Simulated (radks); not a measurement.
Values are calculated unless marked as measured or tabulated.
The nuclear charge of the promethium ion Pm2+ is varied continuously with 59 electrons held in [Xe] 4f5. Code: a radial shooting solver on a logarithmic mesh with Libxc functionals. Model: scalar-relativistic Kohn-Sham, r2SCAN, spin-polarised, spherical densities, finite nucleus; open shells are filled with parallel spins first (spin-orbit coupling, left out, can overturn this in heavy ions); meta-GGA in the generalised Kohn-Sham scheme; Fermi nuclear charge, rms radius 4.962 fm. By the Hellmann-Feynman theorem dE/dZ = E(electron-nucleus)/Z, the electronic potential at the nucleus (averaged over a nucleus of fixed radius). The scalar-relativistic energy here is not variational (the density holds large components alone), so the two differ by a part that grows with Z.

| Z | E (hartree) | E(electron-nucleus)/Z (hartree) | HOMO | e(HOMO) (eV) | <r> HOMO (bohr) |
|---|---|---|---|---|---|
| 60 | -9624.3690 | -389.584 | 4f | -3.108 | 1.306 |
| 60.1 | -9663.5696 | -390.532 | 4f | -4.020 | 1.246 |
| 60.2 | -9702.8660 | -391.476 | 4f | -5.068 | 1.201 |
| 60.3 | -9742.2577 | -392.417 | 4f | -6.225 | 1.164 |
| 60.4 | -9781.7447 | -393.356 | 4f | -7.468 | 1.134 |
| 60.5 | -9821.3268 | -394.294 | 4f | -8.784 | 1.107 |
| 60.6 | -9861.0037 | -395.231 | 4f | -10.163 | 1.084 |
| 60.7 | -9900.7754 | -396.166 | 4f | -11.598 | 1.063 |
| 60.8 | -9940.6419 | -397.101 | 4f | -13.083 | 1.044 |
| 60.9 | -9980.6031 | -398.036 | 4f | -14.615 | 1.026 |
| 61 | -10020.6589 | -398.970 | 4f | -16.191 | 1.010 |
| 61.1 | -10060.8094 | -399.904 | 4f | -17.807 | 0.9949 |
| 61.2 | -10101.0545 | -400.838 | 4f | -19.462 | 0.9808 |
| 61.3 | -10141.3943 | -401.771 | 4f | -21.155 | 0.9675 |
| 61.4 | -10181.8287 | -402.705 | 4f | -22.883 | 0.9550 |
| 61.5 | -10222.3577 | -403.639 | 4f | -24.645 | 0.9431 |
| 61.6 | -10262.9813 | -404.573 | 4f | -26.440 | 0.9318 |
| 61.7 | -10303.6996 | -405.506 | 4f | -28.268 | 0.9211 |
| 61.8 | -10344.5125 | -406.440 | 4f | -30.128 | 0.9108 |
| 61.9 | -10385.4202 | -407.375 | 4f | -32.018 | 0.9009 |
| 62 | -10426.4226 | -408.309 | 4f | -33.938 | 0.8915 |

The central difference of E at Z = 61 is -401.032 hartree, to compare with the third column; the second derivative is -9.46 hartree.
